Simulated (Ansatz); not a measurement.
Consider the redistribution: `[NH2][Zn][CH2]C=O` + `NB(F)F` → `[NH2][Zn][NH2]` + `O=CCB(F)F`.

Computed with Ansatz on PBE0-D4/def2-TZVP structures; ΔE is electronic, products minus reactants. CCSD(T)/CBS is the MP2 limit (def2-TZVPP, def2-QZVPP) plus CCSD(T) − MP2 in def2-TZVPP, frozen cores. Functionals use def2-TZVPP. B3LYP here is the variant with VWN-RPA as its local correlation; programs differ in this. For Zn outer-core shells are correlated without core-valence functions, which leaves a few kJ/mol of doubt a bond. Scalar relativity is left out up to krypton. One conformer a species, not always the lowest.

```
             level  ΔE (kJ/mol)  difference from CCSD(T)/CBS
            PBE-D4         98.6                          5.0
         r2SCAN-D4        100.9                          7.3
           PBE0-D4        102.5                          8.9
          B3LYP-D4        102.1                          8.5
           ωB97X-V         94.4                          0.8
           ωB97M-V         98.2                          4.6
            B2PLYP         99.4                          5.8
               PBE         98.5                          4.9
            r2SCAN        100.9                          7.3
              PBE0        102.4                          8.8
             B3LYP        101.7                          8.1
     HF/def2-TZVPP        104.0                         10.4
    MP2/def2-TZVPP         98.1                          4.5
SCS-MP2/def2-TZVPP         95.7                          2.1
   CCSD/def2-TZVPP         96.3                          2.7
CCSD(T)/def2-TZVPP         96.2                          2.6
     HF/def2-QZVPP        101.8                          8.2
    MP2/def2-QZVPP         95.9                          2.3
SCS-MP2/def2-QZVPP         93.6                          0.0
      HF/CBS(def2)        101.5                          7.9
     MP2/CBS(def2)         95.5                          1.9
    CCSD/CBS(def2)         93.7                          0.1
       CCSD(T)/CBS         93.6                            0
```

Largest T1 diagnostic among the species: 0.016.

From PBE to PBE0 (25 % exact exchange), in def2-TZVPP and without D4, ΔE moves by +3.9 kJ/mol. In def2-TZVPP, CCSD(T) changes the Hartree–Fock value by −7.8 kJ/mol (the triples alone add −0.1 kJ/mol) and MP2 by −5.9 kJ/mol.
